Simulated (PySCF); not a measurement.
## Working out the ionisation energy of Hg²⁺

Hg²⁺ [Xe] 4f14 5d10 (1S) → Hg³⁺ [Xe] 4f14 5d9 (2D). Computed with PySCF 2.14 in def2-TZVPPD with the def2 core potential (60 electrons) (6s6p3d2f1g, 62 functions), with scalar relativity through the core potential. Frozen: nothing. Energies in hartree (1 hartree = 27.21139 eV):

```json
{"part": "UHF", "Hg²⁺ (lower)": "-151.611930", "Hg³⁺ (upper)": "-150.376822"}
{"part": "CCSD correlation", "Hg²⁺ (lower)": "-0.502273", "Hg³⁺ (upper)": "-0.452903"}
{"part": "(T)", "Hg²⁺ (lower)": "-0.012138", "Hg³⁺ (upper)": "-0.009600"}
```

What does Hartree-Fock give?

(-150.376822) − (-151.611930) = 1.235108 hartree = 33.609 eV.

What do CCSD and CCSD(T) give?

The CCSD correlation energies differ by 0.049370 hartree = 1.343 eV and the triples by 0.002538 hartree = 0.069 eV, so CCSD gives 34.952 eV and CCSD(T) 35.021 eV.

Reference: 34.49 ± 0.05 eV (measured; NIST Atomic Spectra Database, ionization energies), between the lowest levels; spin-orbit coupling is absent from the calculation.

What remains against the reference includes basis incompleteness and higher excitations.
